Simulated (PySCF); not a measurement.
# Radial density of B⁺ (boron, charge +1)

UHF, [He] 2s1 3d1, high-spin 3D determinant (an excited configuration). Computed with PySCF 2.14 in aug-cc-pVTZ (5s4p3d2f, 46 functions), with the non-relativistic Hamiltonian (point nucleus).

```csv
r (bohr),4πr²ρ (e/bohr),4πr²(ρα − ρβ)
0.00612,0.03156,0.0010
0.0103,0.08602,0.0028
0.0173,0.2261,0.0074
0.0291,0.5698,0.0186
0.0490,1.323,0.0427
0.0824,2.695,0.0847
0.139,4.403,0.1278
0.233,5.019,0.1097
0.392,3.172,0.0094
0.660,0.9030,0.1126
1.11,0.6368,0.5952
1.87,0.5639,0.5638
3.14,0.2652,0.2652
5.28,0.2048,0.2048
8.88,0.008759,0.0088
```

The outer electron is Rydberg-like, and this basis confines it to a smaller radius and binds it less than a complete one would.
